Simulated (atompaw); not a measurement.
Pseudopotential generation for Al (Z = 13): PAW (atompaw), PBE, non-relativistic.

The input file (atompaw 4.2.0.5):

```
Al 13
GGA-PBE loggrid 1500 logderivrange -3 5 201
3 3 0 0 0 0
3 1 0.5
0 0 0
c
c
v
c
v
2
2.50 2.10 2.30 2.35
y
-0.1
n
y
2.75
n
y
0.15
y
1.05
n
custom rrkj gramschmidtortho sinc
3 -0.5 troulliermartins
2.50
1.90
2.50
2.50
2.50
2.05
PWSCFOUT
UPFDX 0.0125d0 UPFXMIN -7.d0 UPFZMESH 13.d0
END
```

Command:

```bash
atompaw < Al.input > Al.log
```

The program printed (summary file):

```
Completed calculations for Al (AE)

 Exchange-correlation type: GGA, Perdew-Burke-Ernzerhof

 Radial integration grid is logarithmic
 r0 =   6.0512684E-04 h =   7.8666489E-03   n =      1500 rmax =   8.0000000E+01

 Non-relativistic calculation

 AEatom converged in  22 iterations
   nz     =  13.00
   delta  =       6.455669830855E-17

 All Electron Orbital energies:
  n  l      occupancy      energy
  1  0      2.0000000E+00 -1.1109858E+02
  2  0      2.0000000E+00 -8.1992671E+00
  3  0      2.0000000E+00 -8.1366490E-01
  2  1      6.0000000E+00 -5.4041777E+00
  3  1      5.0000000E-01 -4.1974456E-01

 Total energy
   Total                    :     -484.29630764006885

 ---
 Completed calculations for Al (SC)

 Exchange-correlation type: GGA, Perdew-Burke-Ernzerhof

 Radial integration grid is logarithmic
 r0 =   6.0512684E-04 h =   7.8666489E-03   n =      1500 rmax =   8.0000000E+01

 Non-relativistic calculation

 SCatom converged in   1 iterations
   nz     =  13.00
   delta  =       3.588278373769E-18

 Valence Electron Orbital energies:
  n  l      occupancy      energy
   3  0      2.0000000E+00 -8.1366490E-01
   3  1      5.0000000E-01 -4.1974456E-01

 Total energy
   Total                    :     -484.29630763991179
   Valence                  :      -38.98903306757480

 PAW parameters:
       lmax =            2
         rc =    2.5104642050711359
        irc =         1060
   rc_shape =    2.1114097624791648
    rc_vloc =    2.3023095083796785
    rc_core =    2.3573045585510157
   Vloc: Norm-conserving Troullier-Martins with l= 3;e=  -5.0000E-01
   Projector type: RRKJ pseudization + Gram-Schmidt ortho.
   Sinc^2 compensation charge shape zeroed at   2.1114E+00

 Number of basis functions     6
 No.   n  nodes  l      Energy         Cp coeff         Occ
  1    3    2    0   -0.8136649E+00  0.1000000E+01  0.2000000E+01
  2  999    3    0   -0.1000000E+00 -0.1404530E-01  0.0000000E+00
  3    3    1    1   -0.4197446E+00  0.1000000E+01  0.5000000E+00
  4  999    2    1    0.2750000E+01  0.1729810E+00  0.0000000E+00
  5  999    0    2    0.1500000E+00  0.1000000E+01  0.0000000E+00
  6  999    1    2    0.1050000E+01  0.1578290E+00  0.0000000E+00

 Eigenvalues of overlap operator (in the basis of projectors):
    1        7.89693878E-02
    2        3.79752534E-01
    3        2.25275512E+00
    4        3.98843220E+00
    5        5.75529211E+00
    6        2.98633405E+01

 Orbital leakage outside PAW augmentation regions
   orb  is_core?  %out_of_sphere
   1 0    T          -0.00
   2 0    T           0.00
   3 0    F          42.51
   2 1    T           0.02
   3 1    F          64.47

 Summary of PAW energies
   Total valence energy     :    -38.98934160433194
   Smooth energy            :      2.91584754026257
   One center               :    -41.90518914459452
   Smooth kinetic           :      1.23477878508719
   Vloc energy              :     -0.18167090171254
   Smooth exch-corr         :     -1.39886644891008
   One-center xc            :    -35.20637511981391

  Detected negative values for pseudo core + nhat
    which may cause trouble
  Please try reducing rc_core and or adjusting compensation charge shape
```

The run took about 0.43 s on one core of a shared server CPU.
